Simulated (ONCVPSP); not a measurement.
**Al: variants of one ONCV potential**

Base potential:

aluminium, optimised norm-conserving Vanderbilt (ONCV), made with ONCVPSP 4.0.1 (LDA (Perdew-Wang 92), scalar-relativistic). Core [Ne], reference 3s2 (charge +1). Waves: 3s: rc 1.95 bohr, ncon 5, nbas 10, qcut 4.1 1/bohr, 1 projector; p scattering state at 0.31 Ha: rc 1.50 bohr, ncon 4, nbas 9, qcut 4.6 1/bohr, local; d scattering state at 0.15 Ha: rc 1.75 bohr, ncon 4, nbas 8, qcut 5.7 1/bohr, 2 projectors, debl 3.1 Ha. Local part: the p channel. Core correction: polynomial model core, fcfact 0.15.

Cutoffs, loose and tight: the cutoffs (Ha) at which the residual kinetic energy of the hardest occupied pseudo-wave falls to 1 and 0.1 mHa per electron. They do not see the model core or the augmentation charge, which bear on the density cutoff. Test errors are all-electron minus pseudo excitation energies from the reference, over the configurations 3s2 3p1; 3s1; 3s2 3p0.5; 3s0 3p3. A dash means not determined; rows that change the core or the reference have their own tests.

For the base: The cutoffs count occupied waves only; projector 2 of the d channel, the hardest unoccupied one, needs 35 Ha at the loose tolerance.

```json
{"change": "base", "outcome": "generated", "cutoff, loose": "6.2 Ha", "cutoff, tight": "8.1 Ha", "bound ghosts": "none", "GHOST(+) flags above zero": "none", "largest test error (meV)": "+192"}
{"change": "p: qcut 2.7", "outcome": "generated", "cutoff, loose": "6.2 Ha", "cutoff, tight": "8.1 Ha", "bound ghosts": "none", "GHOST(+) flags above zero": "none", "largest test error (meV)": "+194"}
{"change": "p: qcut 3.3", "outcome": "generated", "cutoff, loose": "6.2 Ha", "cutoff, tight": "8.1 Ha", "bound ghosts": "none", "GHOST(+) flags above zero": "none", "largest test error (meV)": "+193"}
{"change": "p: qcut 3.9", "outcome": "generated", "cutoff, loose": "6.2 Ha", "cutoff, tight": "8.1 Ha", "bound ghosts": "none", "GHOST(+) flags above zero": "none", "largest test error (meV)": "+192"}
{"change": "p: qcut 4.4", "outcome": "generated", "cutoff, loose": "6.2 Ha", "cutoff, tight": "8.1 Ha", "bound ghosts": "none", "GHOST(+) flags above zero": "none", "largest test error (meV)": "+192"}
{"change": "p: qcut 4.7", "outcome": "generated", "cutoff, loose": "6.2 Ha", "cutoff, tight": "8.1 Ha", "bound ghosts": "none", "GHOST(+) flags above zero": "none", "largest test error (meV)": "+193"}
{"change": "p: qcut 5.2", "outcome": "generated", "cutoff, loose": "6.2 Ha", "cutoff, tight": "8.1 Ha", "bound ghosts": "none", "GHOST(+) flags above zero": "none", "largest test error (meV)": "+196"}
{"change": "p: qcut 6", "outcome": "generated", "cutoff, loose": "6.2 Ha", "cutoff, tight": "8.1 Ha", "bound ghosts": "none", "GHOST(+) flags above zero": "none", "largest test error (meV)": "+206"}
{"change": "p: qcut 6.5", "outcome": "generated", "cutoff, loose": "6.2 Ha", "cutoff, tight": "8.1 Ha", "bound ghosts": "none", "GHOST(+) flags above zero": "none", "largest test error (meV)": "+214"}
{"change": "p: qcut 6.9", "outcome": "generated", "cutoff, loose": "6.2 Ha", "cutoff, tight": "8.1 Ha", "bound ghosts": "none", "GHOST(+) flags above zero": "none", "largest test error (meV)": "+221"}
```

Reading the sweep of the qcut of the p channel (base included, trends over the rows without a ghost): The loose cutoff stays near 6.2 Ha. The median size of the test errors (rows with all tests solved) stays near 50.5 meV.
